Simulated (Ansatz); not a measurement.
Si₆Mo⁻. The state is a doublet with charge -1. Geometry PBE-D4/def2-SVPD.

```tsv
atom	x (Å)	y (Å)	z (Å)
Mo1	1.423	-0.122	0.023
Si2	1.632	1.908	1.282
Si3	-1.024	-0.284	0.567
Si4	-0.086	-1.746	-1.199
Si5	-2.291	-0.571	-1.367
Si6	-0.242	0.827	-1.585
Si7	0.589	-0.012	2.279
```

In the def2 sets Mo takes a core potential; there is no spin–orbit coupling. At r2SCAN0-D4/def2-TZVPD the charge -1 doublet is spin-contaminated (final ⟨S²⟩ up to 1.01, 0.75 for a pure state). Another isomer (doublet) lies 1.37 eV lower at PBE0-D4/def2-TZVPD; other spin states weren't run for this one.

Q: Estimate the α-spin orbital energies around the gap (eV) in Ansatz with PBE-D4/def2-TZVPD, r2SCAN-D4/def2-TZVPD, PBE0-D4/def2-TZVPD, r2SCAN0-D4/def2-TZVPD.

A: 
```csv
orbital,PBE-D4/def2-TZVPD,r2SCAN-D4/def2-TZVPD,PBE0-D4/def2-TZVPD,r2SCAN0-D4/def2-TZVPD
HOMO−9,-3.19,-3.46,-4.18,-4.40
HOMO−8,-2.93,-3.17,-3.87,-4.11
HOMO−7,-2.55,-2.80,-3.53,-3.73
HOMO−6,-2.49,-2.74,-3.44,-3.63
HOMO−5,-2.17,-2.39,-3.07,-3.23
HOMO−4,-1.87,-2.04,-2.71,-2.89
HOMO−3,-1.67,-1.88,-2.53,-2.68
HOMO−2,-1.17,-1.34,-1.97,-2.10
HOMO−1,-0.97,-1.10,-1.69,-1.86
HOMO,-0.75,-1.00,-1.57,-1.72
LUMO,-0.10,-0.09,0.48,0.44
LUMO+1,0.07,0.11,0.73,0.71
LUMO+2,0.43,0.46,1.05,1.02
LUMO+3,1.34,1.38,1.93,1.97
LUMO+4,1.51,1.63,2.13,2.20
LUMO+5,1.76,1.91,2.35,2.43
β HOMO,-0.90,-1.03,-1.58,-1.70
β LUMO,-0.20,-0.10,0.42,0.50
```
